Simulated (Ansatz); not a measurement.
Mulliken charges of C3H4BClS (`ClC1=CCSB1`) from PBE/def2-TZVPP in Ansatz (PBE0-D4/def2-TZVP geometry).

| atom | x (Å) | y (Å) | z (Å) | charge (e) |
| --- | --- | --- | --- | --- |
| Cl1 | 1.781 | -0.500 | -2.116 | -0.102 |
| C2 | 0.696 | -0.042 | -0.856 | 0.080 |
| C3 | 0.176 | -0.934 | -0.002 | -0.169 |
| C4 | -0.739 | -0.386 | 1.025 | -0.035 |
| S5 | -0.868 | 1.408 | 0.785 | -0.112 |
| B6 | 0.236 | 1.408 | -0.602 | -0.024 |
| H7 | 0.387 | -1.998 | -0.029 | 0.104 |
| H8 | -1.740 | -0.823 | 0.953 | 0.111 |
| H9 | -0.375 | -0.580 | 2.039 | 0.111 |
| H10 | 0.530 | 2.395 | -1.194 | 0.036 |

Q: By hand: the dipole of these point charges (1 e Å = 4.8032 D).

A: Σ q r = (-0.214, -0.250, 0.324) e Å, of length 0.462 e Å = 2.22 D.

Q: How does the dipole of the full density compare? (Estimate.)

A: Computed: (-0.216, -0.336, 0.347) e Å, 2.54 D; the point charges give 0.87 times that, at 7° from its direction.

Point charges leave out the atoms' own dipoles, such as those of lone pairs, and Mulliken's split depends on the basis, so the close match here is no proof of good charges.
